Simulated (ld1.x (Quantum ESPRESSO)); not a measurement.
## Scattering properties, PAW potential for titanium (Ti)

| Quantity | Value |
| --- | --- |
| Element | Ti |
| Generator | ld1.x (Quantum ESPRESSO) 7.5 |
| Type | PAW |
| Functional | LDA (PZ) |
| Relativity | scalar-relativistic |
| Frozen core | [Ar] |
| Valence charge | 4 |
| Reference configuration | 3d2 4s2 4p0 |
| Partial waves | 4s (bound): rcut 2.45, rcutus 2.65 bohr; 4s channel at 0.05 Ry: rcut 2.45, rcutus 2.65 bohr; 4p (bound, empty): rcut 3.65, rcutus 4.15 bohr; 4p channel at 0.2 Ry: rcut 3.65, rcutus 4.15 bohr; 3d (bound): rcut 0.90, rcutus 1.10 bohr; 3d channel at 2.3 Ry: rcut 0.90, rcutus 1.10 bohr |
| Local potential | all-electron potential smoothed inside 3.50 bohr (lloc = -1) |
| Core correction | Bessel-smoothed model core inside 1.05 bohr |
| Augmentation charge | GAUSS, radius 1.00 bohr |

The phase is arctan(r·u′/u) with u = r·R(r), unwrapped; energies in Ry, scanned from -2 to 5 Ry. A pole is an energy at which the radial function vanishes at the test radius. The pseudo phase is shifted by a multiple of π to meet the all-electron one at the reference energy, and phase errors are pseudo minus all-electron; the curves can meet again beyond the range given. Levels narrower than the energy grid can be missing from the lists of poles.

**Question.** For each channel, where are the poles, and over which energies does the pseudopotential scatter like the atom?

**Answer.**

```json
{"channel": "s", "radius (bohr)": "4.49", "reference energy (Ry)": "-0.34", "poles, all-electron": "-0.07, 2.33", "poles, pseudo": "-0.07, 1.97, 2.66", "unbroken range about the reference energy with phases within 0.05 rad": "below 1.9", "phase error 1 Ry above the reference energy (rad)": "-0.001"}
{"channel": "p", "radius (bohr)": "4.49", "reference energy (Ry)": "-0.11", "poles, all-electron": "0.38, 2.84", "poles, pseudo": "0.38, 2.38, 4.83", "unbroken range about the reference energy with phases within 0.05 rad": "below 1.2", "phase error 1 Ry above the reference energy (rad)": "-0.004"}
{"channel": "d", "radius (bohr)": "4.49", "reference energy (Ry)": "-0.33", "poles, all-electron": "-0.30, 1.20, 3.71", "poles, pseudo": "-0.30, 1.21, 3.74", "unbroken range about the reference energy with phases within 0.05 rad": "below 4.9", "phase error 1 Ry above the reference energy (rad)": "+0.005"}
```

Phases in the d channel:

```json
{"E (Ry)": "-2.00", "all-electron": "1.413", "pseudo": "1.413"}
{"E (Ry)": "-1.76", "all-electron": "1.403", "pseudo": "1.403"}
{"E (Ry)": "-1.52", "all-electron": "1.390", "pseudo": "1.390"}
{"E (Ry)": "-1.28", "all-electron": "1.374", "pseudo": "1.374"}
{"E (Ry)": "-1.04", "all-electron": "1.352", "pseudo": "1.352"}
{"E (Ry)": "-0.80", "all-electron": "1.319", "pseudo": "1.319"}
{"E (Ry)": "-0.56", "all-electron": "1.254", "pseudo": "1.254"}
{"E (Ry)": "-0.32", "all-electron": "-1.383", "pseudo": "-1.383"}
{"E (Ry)": "-0.08", "all-electron": "-1.930", "pseudo": "-1.929"}
{"E (Ry)": "0.16", "all-electron": "-2.203", "pseudo": "-2.199"}
{"E (Ry)": "0.40", "all-electron": "-3.231", "pseudo": "-3.212"}
{"E (Ry)": "0.64", "all-electron": "-4.300", "pseudo": "-4.293"}
{"E (Ry)": "0.88", "all-electron": "-4.569", "pseudo": "-4.567"}
{"E (Ry)": "1.12", "all-electron": "-4.684", "pseudo": "-4.682"}
{"E (Ry)": "1.36", "all-electron": "-4.760", "pseudo": "-4.759"}
{"E (Ry)": "1.60", "all-electron": "-4.833", "pseudo": "-4.832"}
{"E (Ry)": "1.84", "all-electron": "-4.934", "pseudo": "-4.933"}
{"E (Ry)": "2.08", "all-electron": "-5.165", "pseudo": "-5.164"}
{"E (Ry)": "2.32", "all-electron": "-6.293", "pseudo": "-6.293"}
{"E (Ry)": "2.56", "all-electron": "-7.428", "pseudo": "-7.427"}
{"E (Ry)": "2.80", "all-electron": "-7.654", "pseudo": "-7.653"}
{"E (Ry)": "3.04", "all-electron": "-7.743", "pseudo": "-7.742"}
{"E (Ry)": "3.28", "all-electron": "-7.794", "pseudo": "-7.793"}
{"E (Ry)": "3.52", "all-electron": "-7.830", "pseudo": "-7.828"}
{"E (Ry)": "3.76", "all-electron": "-7.860", "pseudo": "-7.857"}
{"E (Ry)": "4.00", "all-electron": "-7.887", "pseudo": "-7.883"}
{"E (Ry)": "4.24", "all-electron": "-7.916", "pseudo": "-7.910"}
{"E (Ry)": "4.48", "all-electron": "-7.952", "pseudo": "-7.941"}
{"E (Ry)": "4.72", "all-electron": "-8.005", "pseudo": "-7.984"}
{"E (Ry)": "4.96", "all-electron": "-8.104", "pseudo": "-8.053"}
```
